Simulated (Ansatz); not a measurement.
Stepwise reaction of boron trifluoride with ammonia, as a gas-phase model of exchange steps in deposition or etching. ΔE in kJ/mol.

Calculated with Ansatz (gas phase, PBE0-D4/def2-TZVP geometries, no zero-point term in ΔE). CBS: MP2 limit from def2 TZ/QZ plus the TZ coupled-cluster correction, frozen cores. This one scheme is used for every species. DFT in def2-TZVPP. B3LYP here is the variant with VWN-RPA as its local correlation; programs differ in this. Each species was taken in one conformer, which may not be the lowest.

```tsv
step	reaction	PBE-D4	B3LYP-D4	ωB97M-V	CCSD(T)/CBS
1	`FB(F)F` + NH₃ → `NB(F)F` + H–F	22.2	25.4	26.1	23.9
3	`NB(N)F` + NH₃ → `NB(N)N` + H–F	68.4	72.6	71.7	65.1
```

Problem. Give the row of step 2, `NB(F)F` + NH₃ → `NB(N)F` + H–F. (Estimate.)

Solution. Computed: 
```csv
step,reaction,PBE-D4,B3LYP-D4,ωB97M-V,CCSD(T)/CBS
2,`NB(F)F` + NH₃ → `NB(N)F` + H–F,51.6,55.1,54.8,50.3
```

Problem. By hand: ΔE of the 3 steps together at CCSD(T)/CBS.

Solution. (23.9) + (50.3) + (65.1) = 139.3 kJ/mol, or 46.4 kJ/mol a step.

In ΔE each step is higher than the one before. All are uphill at CCSD(T)/CBS. PBE-D4 differs from CCSD(T)/CBS by -1.7 to 3.3 kJ/mol a step. Isolated molecules leave out the surface, adducts and barriers. Largest T1 diagnostic: 0.012.
